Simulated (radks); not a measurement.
Numerical settings for neutral germanium, [Ar] 3d10 4s2 4p2. Method: scalar-relativistic Kohn-Sham, PBEsol, spin-polarised, spherical densities, point nucleus; open shells are filled with parallel spins first; computed with a radial shooting solver on a logarithmic mesh with Libxc functionals. The defaults (mesh step 0.008 in ln r, mesh end at 40 bohr or more with all orbitals vanishing there, Anderson mixing 0.5 over 9 steps, residual threshold near 1e-9 with the energy settled to 1e-9 hartree or 1e-11 of itself, here a cap of 100 iterations) give E = -2097.3219 hartree and 4p at -4.413 eV in 15 iterations. Run on one thread of a shared host, so times are rough (Arm Neoverse V1): 0.21 s of CPU time, 0.21 s wall, 15 iterations on 2669 mesh points. Changes against that run (0 stands for a change within the tolerance of the run):

setting,iterations,converged,E (mhartree),e(4p) (meV),CPU (s)
mesh step in ln r 0.12,2,no,diverged,-,0.03
mesh step in ln r 0.02,15,yes,0,0,0.09
mesh step in ln r 0.2,2,no,diverged,-,0.01
mesh end (bohr) 8,15,yes,+2.87,+163,0.19
mesh end (bohr) 3,14,level above zero,+1.45e+03,+1.94e+04,0.15
residual threshold 0.01,9,yes,-0.000328,-1.26,0.14
residual threshold 1e-16,100,no,0,0,0.6
mixing 1,12,yes,0,0,0.17
"linear mixing, mixing 0.8",100,no,+8.81e+04,+4.36e+03,3.1
"linear mixing, mixing 0.05",100,no,+0.145,-7.62,1.1
mixing history 2,22,yes,0,0,0.26
iteration cap 3,3,no,+17.4,-268,0.06

Settled on a wrong energy, with an occupied level pushed above zero by the early mesh end: mesh end (bohr) 3 (+1.45 hartree). Apart from these: settings that end as converged yet miss the energy by more than 1 mhartree: mesh end (bohr) 8 (+0.00287 hartree). A mesh that ends early acts as a hard wall.
